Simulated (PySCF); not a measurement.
## Ni²⁺ (nickel, charge +2) across methods

[Ar] 3d8, high-spin 3F determinant. Calculation: PySCF 2.14, in aug-cc-pwCVTZ; no relativity, point nucleus.

```tsv
method	E (hartree)	mean ε 3p β (eV)	mean ε 3d α (eV)	mean ε 3d β (eV)	Σ⟨r²⟩ (bohr²)	⟨S²⟩
TPSSh	-1507.369	-90.943	-30.397	-28.782	15.72	2.001
PBE0	-1507.122	-93.227	-32.182	-30.319	15.65	2.001
PBE	-1507.085	-88.814	-29.447	-27.791	15.84	2.001
LDA	-1504.636	-88.960	-29.782	-27.947	15.85	2.001
r2SCAN	-1507.334	-90.131	-29.690	-28.081	15.64	2.001
UHF	-1506.03912	-105.29	-39.640	-37.038	15.30	2.003
MN15	-1507.621	-93.254	-33.225	-31.202	15.69	2.001
r2SCAN0	-1507.314	-94.147	-32.408	-30.591	15.53	2.001
```
